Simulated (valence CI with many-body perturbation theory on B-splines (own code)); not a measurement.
## La18+ in brief

Method: relativistic CI+MBPT: three valence electrons over a frozen Dirac-Fock core [Kr], radial functions for each j: 7 s, 7 p, 8 d, 6 f, 4 g, 1 h, with the one-electron correlation potential Σ1 (screened to all orders), the two-electron term Σ2, the three-electron term Σ3, Breit, model QED; selected single and double excitations, second order for the rest, scaled by the run's own slope (own B-spline code, finite nucleus).

No measured levels were compared; by estimate terms of the open shell hold to 2 to 4 % of their energy, and close levels can change places. The list stops below the first excitations out of the core.

Names give the largest LS component (configuration and term), which can be under half, so a name can repeat, a term be missing and a line seem to break the LS rules; names also repeat where a configuration has a term twice.

Rates and lifetimes use the calculated energies. Strong lines usually hold to 10 to 20 %, long lifetimes can be off by a factor of two.

Question: What is the ground level?

Answer: 4d³ ⁴F_3/2, composition 78 % 4d³ ⁴F + 18 % 4d³ ²D + 3 % 4d³ ²P, g = 0.512.

Question: What is the ionisation energy?

Answer: 499.09 eV; NIST lists 498 ± 3 eV (theoretical).

Question: How well does LS coupling describe the low levels?

Answer: Among the lowest 19 levels the leading LS term, summed over configurations, holds 74 % on average. For single configurations the figures are 74 % in LS and 79 % in jj coupling. Terms mix most in the J = 9/2 level at 4.685 eV, where the leading one holds 44 %.
